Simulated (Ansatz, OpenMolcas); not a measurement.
CsI (SMILES [I][Cs]): the vertical ionisation energy, rung by rung

The species is CsI (2 atoms), meant as a singlet with charge 0. As SMILES, `[I][Cs]`. Geometry: the measured bond length.

```xyz
2

I     0.0000    0.0000    0.0000
Cs    0.0000    0.0000    3.3152
```

Each level gives the vertical ionisation energy (to the doublet cation) (eV). The values are calculated.

| level | kind | program | value (eV) | CPU time (all runs) |
| --- | --- | --- | --- | --- |
| PBE/def2-TZVP (core potential) | GGA | OpenMolcas | 7.57 | 32 s |
| M06-L/def2-TZVP (core potential) | meta-GGA | OpenMolcas | 7.33 | 67 s |
| M06-2X/def2-TZVP (core potential) | hybrid meta-GGA | OpenMolcas | 7.38 | 54 s |
| r2SCAN0/def2-TZVP (core potential) | hybrid meta-GGA | Ansatz | 7.55 | 1.9 min |
| B2PLYP/def2-TZVP (core potential) | double hybrid | Ansatz | 7.49 | 82 s |
| PBE-QIDH/def2-TZVP (core potential) | double hybrid | Ansatz | 7.55 | 61 s |
| MP2/def2-TZVP (core potential) | perturbation theory | Ansatz | 7.47 | 12 s |
| CCSD/def2-TZVP (core potential) | coupled cluster or CI | Ansatz | 7.29 | 28 s |

Spin-orbit coupling, which can split open shells on such heavy atoms by tenths of an eV, is left out. The values span 7.29 to 7.57 eV. In the correlated wave-function rows the outer d shell of I is correlated, in sets not made for it. CPU times are rough (shared hosts, several kinds of processor): they show what a rung costs within a factor of a few.
